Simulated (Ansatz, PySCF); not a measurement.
Process, species as SMILES: F[Si](Br)Br -> Br[Si]Br + F atom (the F-Si bond at the site shown breaks; other sites are not compared here)
Structures are relaxed separately at B3LYP-D3(BJ)/def2-TZVP in Ansatz (a program for electronic structure). Unstable Hartree-Fock reference: Br[Si]Br.

Wanted: bond dissociation energy (enthalpy at 298 K, with B3LYP-D3(BJ) rigid-rotor harmonic-oscillator terms from PySCF), in kJ/mol. Correlated levels leave the core frozen unless marked. Open shells are spin-unrestricted. Spin-orbit coupling is left out. Frozen are the shells of the preceding noble gas and the d and f shells that filled before the atom's block. No relativistic terms. Basis-set limits of correlation are two-point, X^-3; Hartree-Fock from the larger set.

| level | program | bond dissociation energy (kJ/mol) | minus last row |
|---|---|---|---|
| HF/def2-SVP | Ansatz | 334.5 | -125.9 |
| HF/def2-TZVPP | Ansatz | 363.2 | -97.2 |
| revPBE-D3(BJ)/def2-TZVPD | Ansatz + dftd3 | 444.6 | -15.8 |
| r2SCAN/def2-TZVPD | Ansatz | 476.7 | 16.3 |
| B3LYP-D3(BJ)/def2-TZVPD | Ansatz + dftd3 | 445.5 | -14.9 |
| PBE0/def2-TZVP | Ansatz | 452.9 | -7.5 |
| PBE0/def2-QZVPP | Ansatz | 455.6 | -4.8 |
| r2SCAN0/def2-TZVPD | Ansatz | 461.6 | 1.2 |
| HSE06/def2-TZVPD | Ansatz | 452.1 | -8.3 |
| wB97M-V/def2-TZVPD | Ansatz | 442.3 | -18.1 |
| B2PLYP-D4/def2-TZVPD | Ansatz + dftd4 | 453.2 | -7.2 |
| RPA@PBE/def2-TZVPP | Ansatz | 397.7 | -62.7 |
| MP2/CBS(def2-TZVPP,def2-QZVPP) | Ansatz | 497.4 | 37.0 |
| RI-MP2/def2-QZVPP | Ansatz | 492.7 | 32.3 |
| RI-MP2/CBS(def2-TZVPP,def2-QZVPP) | Ansatz | 497.3 | 36.9 |
| SCS-MP2/6-31G* | Ansatz | 438.6 | -21.8 |
| CCSD/STO-3G | Ansatz | 215.3 | -245.1 |
| CCSD/6-31G | Ansatz | 283.5 | -176.9 |
| CCSD/def2-TZVPP | Ansatz | 436.6 | -23.8 |
| CCSD(T)/6-31G | Ansatz | 283.8 | -176.6 |
| CCSD(T)/CBS(def2-TZVPP,def2-QZVPP) | Ansatz | 460.4 | 0.0 |
